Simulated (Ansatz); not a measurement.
```yaml
crystal:
  periodic: [false, false, false]
  atoms:
    - {symbol: In, position_ang: [-3.852618, -1.355104, 1.159379]}
    - {symbol: In, position_ang: [-2.396827, -0.836963, -1.601563]}
    - {symbol: In, position_ang: [-4.682779, 1.470091, 0.603846]}
    - {symbol: In, position_ang: [-1.617934, 1.282559, 0.859098]}
    - {symbol: In, position_ang: [-3.775362, 4.427895, 0.149333]}
    - {symbol: In, position_ang: [-2.228753, -3.840982, -0.033563]}
    - {symbol: In, position_ang: [0.432078, -1.627648, -1.219167]}
    - {symbol: In, position_ang: [-0.748701, -1.528822, 1.731139]}
    - {symbol: In, position_ang: [0.075125, 1.289293, -2.071777]}
    - {symbol: In, position_ang: [-3.089376, 1.940910, -2.227983]}
    - {symbol: In, position_ang: [0.825895, -4.082346, 0.553112]}
    - {symbol: In, position_ang: [2.744586, -1.797827, 1.608030]}
    - {symbol: In, position_ang: [1.263073, 0.703607, 1.111790]}
    - {symbol: In, position_ang: [2.461200, 2.979224, -0.714111]}
    - {symbol: In, position_ang: [-0.895448, 3.869849, -0.899728]}
    - {symbol: In, position_ang: [3.898891, -4.907472, 0.966188]}
    - {symbol: In, position_ang: [3.499187, -2.837957, -1.394741]}
    - {symbol: In, position_ang: [2.931542, 0.052814, -1.721537]}
    - {symbol: In, position_ang: [4.496832, 0.936418, 1.222692]}
    - {symbol: In, position_ang: [0.642688, 3.811861, 1.942962]}
basis:
  gaussian: {orbitals: def2-SVP, fitting: {mean_field: def2-universal-jkfit}}
total_charge: 1
magnetization: {spin_polarized: true, initial_magnetization: 1}
hamiltonian: {xc: {name: PBEsol}}
scf: {omitted_lower_state_checks: [starts]}
```

```sh
$ ansatz run in.yaml --threads 5 --pin off --events-out ev --progress --plain --max-ram 66560MiB --backend cuda --devices 0, --max-vram 37GiB
```

It prints (some lines left out):

```
Functional definition: PBEsol
4360 factors; integrals over basis functions are off by at most 2.0e-3 eV
mean field evaluation 1: about -103348.6424 eV, gradient 6.4e1 eV
mean field evaluation 2: about -102742.6150 eV, gradient 2.3e2 eV
mean field evaluation 4: about -103131.5524 eV, gradient 1.6e2 eV
mean field evaluation 8: about -103378.6892 eV, gradient 7.9e-2 eV
mean field -103378.68493840 eV, -3799.0965988969 hartree, gradient 1.6e-5 eV, S^2 0.753052; 0 other end points of the search recorded, 0 dependent functions left out
reference -103378.68500422 eV, -3799.0966013156 hartree; 210, 209 occupied and 310, 311 virtual orbitals, 4360 factors
Total energy: -103378.68500422 eV, -3799.0966013156 hartree
Checks for a lower state left out: starts
```

It took 24 s on 5 threads of AMD EPYC 7R13 on a shared host and a share (37 GiB) of an NVIDIA H100 80GB HBM3, peak host memory 1.2 GiB.

In the def2 sets In takes a core potential; there is no spin–orbit coupling. The geometry of the charge 1 doublet is only loosely relaxed.
